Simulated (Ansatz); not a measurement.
Ansatz results at the PBE0-D4/def2-TZVP geometry: HOMO energy (ωB97M-V/def2-TZVPP) -10.32 eV; HOMO–LUMO gap (B3LYP/def2-TZVPP) 4.73 eV; LUMO energy (B3LYP/def2-TZVPP) -3.12 eV.

Each molecule was computed in one conformer, which needn't be the lowest.

(1) Which molecule gave them?
A. `[NH]=[V]([F])([Cl])[Cl]`
B. `[O]=[V]([OH])([OH])[F]`
C. `C[N]=[V]([NH2])([NH2])[NH2]`
D. `C[N]=[V]([OH])([Cl])[Cl]`

Results:

(1) D. The others give `[NH]=[V]([F])([Cl])[Cl]`: -11.11, 4.71, -3.94; `[O]=[V]([OH])([OH])[F]`: -12.35, 6.57, -3.13; `C[N]=[V]([NH2])([NH2])[NH2]`: -8.78, 5.28, -1.00.

B3LYP here is the variant with VWN-RPA as its local correlation; programs differ in this.
